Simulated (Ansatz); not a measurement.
Which is lower?

The two ends of one reaction step of GeH$_{2}$O, closed shell (PBE0-D4/def2-TZVP).

A:

```
4
angstrom
H 0.0166 -1.0456 -0.7048
O 0.7484 -0.6957 -0.1907
Ge 0.3846 0.8118 0.6972
H -1.1496 0.9296 0.1983
```

B:

H1  (-1.308, -0.106, -0.566)
O2  (1.051, -0.236, 0.236)
Ge3  (2.279, 0.366, 1.109)
H4  (-2.021, -0.024, -0.779)
(Å)

Ansatz 0.2.0; basis: def2-TZVPP; cores frozen in the correlated methods. Filled d shells of the heavier atoms are correlated. The def2 sets are not built for correlating such inner shells, so the correlated values are less sure here. B3LYP uses VWN-RPA correlation.

(1) Which structure is lower at CCSD(T), and by how much? (An estimate is asked for; the value comes from the calculation.)

No T1 diagnostic of these runs exceeds 0.025.

Results:

(1) The calculation gives: A, by 10.57 kcal/mol (electronic energy, against the other). By their contacts, A is GeH₂O ([OH][GeH]) and B is a complex of GeO + H₂.

All methods give the same order:

```json
{"method": "SPW92", "E(B) − E(A) (kcal/mol)": "17.72"}
{"method": "PBE-D4", "E(B) − E(A) (kcal/mol)": "10.83"}
{"method": "BLYP-D4", "E(B) − E(A) (kcal/mol)": "6.84"}
{"method": "r2SCAN-D4", "E(B) − E(A) (kcal/mol)": "12.82"}
{"method": "B97M-V", "E(B) − E(A) (kcal/mol)": "15.32"}
{"method": "PBE0-D4", "E(B) − E(A) (kcal/mol)": "16.72"}
{"method": "B3LYP-D4", "E(B) − E(A) (kcal/mol)": "12.24"}
{"method": "r2SCAN0-D4", "E(B) − E(A) (kcal/mol)": "17.54"}
{"method": "BHLYP-D4", "E(B) − E(A) (kcal/mol)": "18.81"}
{"method": "CAM-B3LYP-D4", "E(B) − E(A) (kcal/mol)": "14.80"}
{"method": "wB97X-V", "E(B) − E(A) (kcal/mol)": "15.32"}
{"method": "wB97M-V", "E(B) − E(A) (kcal/mol)": "14.79"}
{"method": "B2PLYP", "E(B) − E(A) (kcal/mol)": "8.19"}
{"method": "PBE-QIDH", "E(B) − E(A) (kcal/mol)": "14.58"}
{"method": "RPA on PBE", "E(B) − E(A) (kcal/mol)": "8.34"}
{"method": "HF", "E(B) − E(A) (kcal/mol)": "23.87"}
{"method": "MP2", "E(B) − E(A) (kcal/mol)": "5.21"}
{"method": "CCSD", "E(B) − E(A) (kcal/mol)": "14.54"}
{"method": "CCSD(T)", "E(B) − E(A) (kcal/mol)": "10.57"}
```

Labels in which every atom is bracketed show which atoms are joined, not bond orders.

For scale, one of the runs: CCSD(T)/def2-TZVPP, 107 basis functions, launched by `ansatz run in.yaml --threads 2 --pin off --events-out ev --progress --plain --max-ram 4352MiB`. Hardware: 2 CPU threads of an Arm Neoverse V1, shared host. Wall time about 4.8 s.
